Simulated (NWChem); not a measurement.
All runs are NWChem calculations. System: H$_{2}$GeS, charge 0, spin multiplicity 1, at a geometry optimised with B3LYP/def2-SVP. The structure started from a generated list of species. Level: PBE0/cc-pVDZ.

Part of the output:

```
             Northwest Computational Chemistry Package (NWChem) 7.3.0
             --------------------------------------------------------

                                NWChem Input Module
                                -------------------

 Scaling coordinates for geometry "geometry" by  1.889725989
 (inverse scale =  0.529177249)

 Turning off AUTOSYM since
 SYMMETRY directive was detected!

                             Geometry "geometry" -> ""
                             -------------------------

 Output coordinates in angstroms (scale by  1.889725989 to convert to a.u.)

  No.       Tag          Charge          X              Y              Z
 ---- ---------------- ---------- -------------- -------------- --------------
    1 Ge                  32.0000    -0.53240700    -0.55092800     0.00000000
    2 H                    1.0000     0.64020100    -1.64338700     0.00000000
    3 S                   16.0000     1.01547200     1.07236900     0.00000000
    4 H                    1.0000     0.14925300     2.11516600     0.00000000

 Effective nuclear repulsion energy (a.u.)     146.9865201533

            Nuclear Dipole moment (a.u.)
            ----------------------------
        X                 Y               Z
 ---------------- ---------------- ----------------
    -0.0000340151    -0.0000245664     0.0000000000

      Symmetry information
      --------------------

 Group name             Cs
 Group number              2
 Group order               2
 No. of unique centers     4

      Symmetry unique atoms

     1    2    3    4


 Summary of "ao basis" -> "" (spherical)
 ------------------------------------------------------------------------------
       Tag                 Description            Shells   Functions and Types
 ---------------- ------------------------------  ------  ---------------------
 *                          cc-pvdz                   on all atoms

                                 NWChem DFT Module
                                 -----------------

 Summary of "ao basis" -> "ao basis" (spherical)
 ------------------------------------------------------------------------------
       Tag                 Description            Shells   Functions and Types
 ---------------- ------------------------------  ------  ---------------------
 Ge                         cc-pvdz                 11       27   5s4p2d
 H                          cc-pvdz                  3        5   2s1p
 S                          cc-pvdz                  8       18   4s3p1d

 Summary of "ao basis" -> "ao basis" (spherical)
 ------------------------------------------------------------------------------
       Tag                 Description            Shells   Functions and Types
 ---------------- ------------------------------  ------  ---------------------
 Ge                         cc-pvdz                 11       27   5s4p2d
 H                          cc-pvdz                  3        5   2s1p
 S                          cc-pvdz                  8       18   4s3p1d

      Symmetry analysis of basis
      --------------------------

        a'         40
        a"         15

            General Information
            -------------------
          SCF calculation type: DFT
          Wavefunction type:  closed shell.
          No. of atoms     :     4
          No. of electrons :    50
           Alpha electrons :    25
            Beta electrons :    25
          Charge           :     0
          Spin multiplicity:     1
          Use of symmetry is: on ; symmetry adaption is: on
          Maximum number of iterations: 100
          AO basis - number of functions:    55
                     number of shells:    25
          Convergence on energy requested:  1.00D-06
          Convergence on density requested:  1.00D-05
          Convergence on gradient requested:  5.00D-04

              XC Information
              --------------
                         PBE0 Method XC Functional
                     Hartree-Fock (Exact) Exchange  0.250
          PerdewBurkeErnzerhof Exchange Functional  0.750
            Perdew 1991 LDA Correlation Functional  1.000 local
           PerdewBurkeErnz. Correlation Functional  1.000 non-local
[...]
      Symmetry analysis of molecular orbitals - initial
      -------------------------------------------------

  Numbering of irreducible representations:

     1 a'          2 a"

  Orbital symmetries:

     1 a'          2 a'          3 a'          4 a'          5 a'
     6 a"          7 a'          8 a'          9 a'         10 a'
    11 a"         12 a'         13 a'         14 a"         15 a'
    16 a'         17 a'         18 a"         19 a"         20 a'
    21 a'         22 a'         23 a'         24 a"         25 a'
    26 a"         27 a'         28 a'         29 a'         30 a'
    31 a'         32 a'         33 a'         34 a"         35 a"

------------------------------------------------------------
EAF file 0: "./mol.aoints.0" size=524288 bytes
------------------------------------------------------------
               write      read    awrite     aread      wait
               -----      ----    ------     -----      ----
     calls:        1         0         0         0         0
   data(b): 5.24e+05  0.00e+00  0.00e+00  0.00e+00
   time(s): 0.00e+00  0.00e+00  0.00e+00  0.00e+00  0.00e+00
rate(mb/s): 0.00e+00  0.00e+00
------------------------------------------------------------

   convergence    iter        energy       DeltaE   RMS-Dens  Diis-err    time
 ---------------- ----- ----------------- --------- --------- ---------  ------
 d= 0,ls=0.0,diis     1  -2475.9359968035 -2.62D+03  1.36D-02  1.93D-01    13.6
 d= 0,ls=0.0,diis     2  -2475.9353544075  6.42D-04  8.03D-03  1.56D-01    13.8
 d= 0,ls=0.0,diis     3  -2475.9623119434 -2.70D-02  2.46D-03  2.57D-02    14.1
 d= 0,ls=0.0,diis     4  -2475.9669716682 -4.66D-03  4.37D-04  5.76D-04    14.3
 d= 0,ls=0.0,diis     5  -2475.9670770743 -1.05D-04  1.07D-04  3.03D-05    14.6
  Resetting Diis
 d= 0,ls=0.0,diis     6  -2475.9670837459 -6.67D-06  1.54D-05  5.36D-07    14.8
 d= 0,ls=0.0,diis     7  -2475.9670838775 -1.32D-07  5.15D-06  4.29D-08    15.1

         Total DFT energy =    -2475.967083877515
      One electron energy =    -3738.301075732741
           Coulomb energy =     1220.346577877599
    Exchange-Corr. energy =     -104.999106175647
 Nuclear repulsion energy =      146.986520153275

 Numeric. integr. density =       50.000000264196

     Total iterative time =      8.0s

                  Occupations of the irreducible representations
                  ----------------------------------------------

                     irrep           alpha         beta
                     --------     --------     --------
                     a'               19.0         19.0
                     a"                6.0          6.0

                       DFT Final Molecular Orbital Analysis
                       ------------------------------------

 Vector   23  Occ=2.000000D+00  E=-3.316981D-01  Symmetry=a'
              MO Center=  4.9D-01, -7.7D-02,  2.1D-15, r^2= 3.1D+00
   Bfn.  Coefficient  Atom+Function         Bfn.  Coefficient  Atom+Function
  ----- ------------  ---------------      ----- ------------  ---------------
    13      0.305609  1 Ge py                40     -0.281031  3 S  px
    28     -0.274153  2 H  s                 41     -0.247044  3 S  py
    43     -0.245939  3 S  px                44     -0.181013  3 S  py
    16      0.170383  1 Ge py                29     -0.170662  2 H  s
    18     -0.071972  1 Ge d -2              23      0.066638  1 Ge d -2

 Vector   24  Occ=2.000000D+00  E=-2.921865D-01  Symmetry=a"
              MO Center=  8.1D-01,  8.8D-01, -1.1D-15, r^2= 1.9D+00
   Bfn.  Coefficient  Atom+Function         Bfn.  Coefficient  Atom+Function
  ----- ------------  ---------------      ----- ------------  ---------------
    42      0.505185  3 S  pz                45      0.488366  3 S  pz
    14      0.154035  1 Ge pz                17      0.141766  1 Ge pz
    26     -0.036025  1 Ge d  1              24      0.034865  1 Ge d -1
    49      0.033681  3 S  d  1              21      0.026315  1 Ge d  1
    19     -0.025908  1 Ge d -1

 Vector   25  Occ=2.000000D+00  E=-2.564050D-01  Symmetry=a'
              MO Center= -3.2D-01, -3.4D-01,  3.7D-15, r^2= 3.4D+00
   Bfn.  Coefficient  Atom+Function         Bfn.  Coefficient  Atom+Function
  ----- ------------  ---------------      ----- ------------  ---------------
     5      0.425580  1 Ge s                 12     -0.342474  1 Ge px
     4      0.270583  1 Ge s                 15     -0.247552  1 Ge px
    40      0.240477  3 S  px                28     -0.236157  2 H  s
    43      0.232288  3 S  px                29     -0.209635  2 H  s
    44      0.123231  3 S  py                41      0.110777  3 S  py

 Vector   26  Occ=0.000000D+00  E=-9.452754D-02  Symmetry=a"
              MO Center= -3.5D-01, -3.9D-01, -5.5D-14, r^2= 3.3D+00
   Bfn.  Coefficient  Atom+Function         Bfn.  Coefficient  Atom+Function
  ----- ------------  ---------------      ----- ------------  ---------------
    17      0.633733  1 Ge pz                14      0.459320  1 Ge pz
    45     -0.307300  3 S  pz                42     -0.221319  3 S  pz
    47     -0.038495  3 S  d -1

 Vector   27  Occ=0.000000D+00  E= 8.864014D-03  Symmetry=a'
              MO Center= -3.9D-01, -1.8D-01, -3.5D-19, r^2= 4.7D+00
   Bfn.  Coefficient  Atom+Function         Bfn.  Coefficient  Atom+Function
  ----- ------------  ---------------      ----- ------------  ---------------
    16      0.937271  1 Ge py                36     -0.739922  3 S  s
    43      0.538369  3 S  px                29      0.368987  2 H  s
    13      0.317339  1 Ge py                52      0.318309  4 H  s
    15      0.283516  1 Ge px                40      0.216583  3 S  px
    44      0.217147  3 S  py                 5      0.175968  1 Ge s

 Vector   28  Occ=0.000000D+00  E= 3.546185D-02  Symmetry=a'
              MO Center=  2.7D-01,  1.3D+00,  8.2D-16, r^2= 4.0D+00
   Bfn.  Coefficient  Atom+Function         Bfn.  Coefficient  Atom+Function
  ----- ------------  ---------------      ----- ------------  ---------------
    52      1.210836  4 H  s                 44     -0.911551  3 S  py
    15     -0.551215  1 Ge px                36     -0.433138  3 S  s
    29      0.385844  2 H  s                  5     -0.325341  1 Ge s
    43      0.315698  3 S  px                41     -0.311714  3 S  py
    51      0.270067  4 H  s                  4     -0.234122  1 Ge s

 center of mass
 --------------
 x =  -0.10672171 y =  -0.10444782 z =   0.00000000

 moments of inertia (a.u.)
 ------------------
         236.065639202895        -197.908195666548           0.000000000000
        -197.908195666548         192.887868577496           0.000000000000
           0.000000000000           0.000000000000         428.953507780390

     Multipole analysis of the density
     ---------------------------------

     L   x y z        total         alpha         beta         nuclear
     -   - - -        -----         -----         ----         -------
     0   0 0 0     -0.000000    -25.000000    -25.000000     50.000000

     1   1 0 0     -0.430850     -0.215408     -0.215408     -0.000034
     1   0 1 0      0.078716      0.039370      0.039370     -0.000025
     1   0 0 1     -0.000000     -0.000000     -0.000000      0.000000

     2   2 0 0    -25.897312    -59.375525    -59.375525     92.853738
     2   1 1 0     -0.550371    -46.829618    -46.829618     93.108865
     2   1 0 1     -0.000000     -0.000000     -0.000000      0.000000
     2   0 2 0    -22.067764    -74.039858    -74.039858    126.011952
     2   0 1 1     -0.000000     -0.000000     -0.000000      0.000000
     2   0 0 2    -22.894236    -11.447118    -11.447118      0.000000

 Task  times  cpu:       15.1s     wall:       15.1s

 Total times  cpu:       15.1s     wall:       15.1s
```

Problem. Write an NWChem input that would produce this output.

Solution. One answer among several that fit: 
```
start mol
memory heap 200 mb stack 900 mb global 1100 mb
geometry units angstroms nocenter noautoz
  Ge    -0.532407    -0.550928     0.000000
  H      0.640201    -1.643387     0.000000
  S      1.015472     1.072369     0.000000
  H      0.149253     2.115166     0.000000
  symmetry group Cs
end
basis spherical
  * library cc-pvdz
end
dft
  xc pbe0
  semidirect memsize 60000000 filesize 0
  iterations 100
end
task dft energy
```
